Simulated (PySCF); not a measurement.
Geometry:
| atom | x (Å) | y (Å) | z (Å) |
| --- | --- | --- | --- |
| C1 | -2.149 | -1.307 | 0.576 |
| C2 | -1.599 | -0.691 | -0.708 |
| C3 | -0.318 | 0.068 | -0.480 |
| C4 | -0.370 | 1.416 | -0.100 |
| C5 | 0.753 | 2.182 | 0.180 |
| P6 | 2.398 | 1.628 | 0.115 |
| C7 | 2.164 | -0.035 | -0.369 |
| C8 | 3.389 | -0.891 | -0.547 |
| C9 | 0.907 | -0.596 | -0.599 |
| H10 | -2.347 | -0.533 | 1.333 |
| H11 | -1.430 | -2.018 | 1.011 |
| H12 | -3.090 | -1.847 | 0.388 |
| H13 | -2.352 | -0.013 | -1.143 |
| H14 | -1.427 | -1.484 | -1.453 |
| H15 | -1.358 | 1.886 | -0.026 |
| H16 | 0.601 | 3.229 | 0.464 |
| H17 | 4.312 | -0.335 | -0.323 |
| H18 | 3.356 | -1.771 | 0.115 |
| H19 | 3.464 | -1.262 | -1.582 |
| H20 | 0.873 | -1.650 | -0.903 |

[PySCF 2.14.0 with density-fitted response routines: NMR shieldings at PBE0/pcSseg-1/GIAO; coordinates at the PBE0-D3(BJ)/def2-SVP level; one conformer; no solvent; non-relativistic Hamiltonian; fast rotation and ring inversion assumed for equivalent nuclei]

Shifts are taken against calculated references (same method and geometry level): TMS for $^{13}$C (184.41 ppm).

Q: Do the $^{13}$C shifts follow the atomic charges (in e)? Tabulate both.

A: 
```csv
atoms,hybridisation,δ (ppm),σ para (ppm),Hirshfeld,IAO,Mulliken,ESP-fitted
C7,sp2,179.5,-261,-0.04,-0.19,-0.55,+0.51
C5,sp2,164.8,-243,-0.11,-0.37,-0.38,+0.12
C3,sp2,151.9,-230,+0.02,+0.02,-0.31,+0.26
C9,sp2,140.9,-211,-0.05,-0.15,+0.08,-0.57
C4,sp2,137.3,-206,-0.05,-0.15,+0.00,-0.53
C2,sp3,35.8,-98,-0.06,-0.25,-0.15,+0.14
C8,sp3,26.7,-85,-0.12,-0.41,-0.18,-0.57
C1,sp3,21.2,-84,-0.11,-0.40,-0.27,-0.23
```

Correlation coefficients of δ with charge over these carbons: Hirshfeld +0.56, IAO +0.59, Mulliken -0.26, ESP-fitted +0.39; with the paramagnetic shielding -1.00. Among the 5 sp2 carbons alone: Hirshfeld -0.21, IAO -0.39, Mulliken -0.95, ESP-fitted +0.89. With so few points, grouped by hybridisation, these coefficients are fragile. Charge is one influence among several: hybridisation and low-lying excitations act through the paramagnetic term.

Shifts are as computed. Against solution values, carbons near 30 ppm lie about +2 ppm off and those near 130 ppm about +5 ppm (rms about the fit 1.9 ppm; single classes can miss by 10 ppm). Of 1328 compounds with measured shifts, 309 miss one by over three times the rms of a fit or turn the order of signals round; such compounds aren't used in these exercises. Signals without a measured value on file couldn't be tested in this way; 1H shifts scatter by 0.2 ppm about their fit, and single ones miss by 0.5 ppm.
